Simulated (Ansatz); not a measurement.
Total energies of `Cc1csc(-c2sc(-c3sc(-c4sc(-c5sc(-c6sccc6C)cc5C)cc4C)cc3C)cc2C)c1` from Ansatz at PBE0-D4/def2-SVP, gas phase (1 Eh = 27.2114 eV = 2625.5 kJ/mol). The reference geometry is relaxed at r2SCAN-D4/def2-SVP.

```csv
state,geometry,energy (Eh)
charge 0 singlet,reference,-3544.34934
charge 1 doublet,reference,-3544.13232
charge -1 doublet,reference,-3544.39365
free C atom (triplet),–,-37.76066
free S atom (triplet),–,-397.83788
free H atom (doublet),–,-0.50029
```

Single mean-field runs in def2-SVP are fitted with def2-universal-jkfit.

Task: Work out the vertical ionisation energy to the doublet.

Result: E(charge 1 doublet) − E(charge 0 singlet) = -3544.13232 − (-3544.34934) = 0.21702 Eh = 5.91 eV. For comparison, −ε of the highest occupied level is 4.95 eV at this level, 0.96 eV less.

Task: Work out the vertical electron affinity, to the doublet.

Result: E(charge 0 singlet) − E(charge -1 doublet) = -3544.34934 − (-3544.39365) = 0.04431 Eh = 1.21 eV. The basis lacks diffuse functions, which makes affinities too small.

Task: Give the fundamental gap IE − EA, the Mulliken electronegativity (IE + EA)/2 and the hardness (IE − EA)/2.

Result: From the values in Eh: IE − EA = 0.21702 − 0.04431 = 0.17271 Eh = 4.70 eV; (IE + EA)/2 = 3.56 eV; (IE − EA)/2 = 2.35 eV. The HOMO–LUMO gap of the same run is 2.86 eV, 1.84 eV smaller than the fundamental gap.

Task: What is the binding energy per atom against free atoms?

Result: Atoms: 30 × (-37.76066) + 6 × (-397.83788) + 26 × (-0.50029) = -3532.85462 Eh. Binding: -3532.85462 − (-3544.34934) = 11.49472 Eh = 312.79 eV, or 5.04 eV for each of 62 atoms (no zero-point energy, no counterpoise term).
